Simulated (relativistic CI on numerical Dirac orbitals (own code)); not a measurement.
Sensitivity of the levels of Hg5+ to α and to the nuclear radius

Computed by Dirac-Coulomb-Breit CI, KLI orbitals optimised for each configuration, valence Slater integrals scaled by 0.85, P86 correlation energy added to each configuration, derivatives by finite differences, QED left out (own radial code, finite nucleus).

Configurations in the expansion (outside the closed core [Kr] 4d10 4f14): 5s2 5p6 5d7, 5s2 5p6 5d6 6s, 5s2 5p6 5d6 5f, 5s2 5p6 5d5 6s2, 5s2 5p5 5d8, 5s2 5p6 5d6 6d, 5s2 5p4 5d9, 5s 5p6 5d8. Levels of other configurations are missing.

With x = (α/α₀)² − 1 an excitation energy changes as ω = ω₀ + qx; K = 2q/ω₀ is the relative enhancement. Terms are leading LS components, so labels can repeat. The field-shift factor is F = δν/δ⟨r²⟩ for the transition from the lowest level.

Lowest level 5s2 5p6 5d7 4F_9/2.

```csv
Level,ω₀ (cm⁻¹),q (cm⁻¹),K,F (GHz/fm²)
5s2 5p6 5d7 2P_3/2,10524.5,-1164,-0.221,1.05
5s2 5p6 5d7 4F_5/2,12881.6,3661,0.568,1.45
5s2 5p6 5d7 4F_7/2,13900.7,14900,2.14,1.71
5s2 5p6 5d7 4F_3/2,21258.3,15310,1.44,2.8
5s2 5p6 5d7 4P_5/2,22697.8,14930,1.32,3.37
5s2 5p6 5d7 2G_9/2,23877.8,12540,1.05,1.81
5s2 5p6 5d7 4P_1/2,25972.2,13770,1.06,2.96
5s2 5p6 5d7 2H_11/2,31656.0,13740,0.868,1.74
5s2 5p6 5d7 2G_7/2,32507.6,16670,1.03,3.29
5s2 5p6 5d7 2D_5/2,38015.0,25900,1.36,4.53
5s2 5p6 5d7 4P_3/2,38121.7,27830,1.46,4.76
5s2 5p6 5d7 2F_5/2,41220.5,11070,0.537,4.11
5s2 5p6 5d7 2P_1/2,43670.5,29490,1.35,4.37
```

At this charge configurations can still be misplaced by up to about 7 % of their energy. Levels and lines within the n = 5 or 6 shells can be off by up to 10 % or somewhat more, and those that change n by about 2 %, since core polarisation is missing.
